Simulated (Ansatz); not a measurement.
Basis sets compared for Pd4H7. Charge 0, multiplicity 2. Geometry PBE0-D4/def2-SVP. Ansatz on 4 threads of Arm Neoverse V1 on a shared host; times are rough, and most runs start from earlier orbitals.

```
atom   x (Å)   y (Å)   z (Å)
 Pd1   1.006  -1.764  -0.574
 Pd2   1.570   0.900  -0.412
 Pd3  -0.465  -0.394   1.032
 Pd4  -0.795   0.046  -1.628
  H5   1.672   1.808   1.038
  H6  -1.028  -1.486   2.252
  H7   0.948  -0.232  -1.593
  H8  -2.453   0.480  -1.757
  H9   2.310   2.123   0.568
 H10  -0.314  -1.138   2.590
 H11  -2.452  -0.343  -1.516
```

In the def2 sets Pd takes a core potential; there is no spin–orbit coupling. In the doublet, H5 and H9 lie 0.85 Å apart, H8 and H11 lie 0.86 Å apart, H6 and H10 lie 0.86 Å apart (atoms count from 1), so H2 has formed as a molecule. No other spin state of charge 0 was run. Another isomer (doublet) lies 0.04 eV lower at PBE0-D4/def2-TZVP; other spin states weren't run for this one.

Binding counts from free atoms (Pd singlet, H doublet) in the same basis, without a counterpoise term.

```
           level  functions  energy (Eh)  HOMO (eV)  LUMO (eV)  binding per atom (eV)  wall time
 PBE-D4/def2-SVP        159    -515.8320      -4.77      -4.40                   2.35        7 s
PBE0-D4/def2-SVP        159    -515.6841      -5.75      -3.28                   2.18       11 s
```

Problem. Estimate the rows for PBE-D4/def2-TZVP (with forces), PBE0-D4/def2-TZVP.

Solution. 
| level | functions | energy (Eh) | HOMO (eV) | LUMO (eV) | binding per atom (eV) | wall time |
| --- | --- | --- | --- | --- | --- | --- |
| PBE-D4/def2-TZVP (with forces) | 202 | -515.9780 | -4.77 | -4.40 | 2.37 | 8.5 s |
| PBE0-D4/def2-TZVP | 202 | -515.8231 | -5.75 | -3.26 | 2.19 | 16 s |
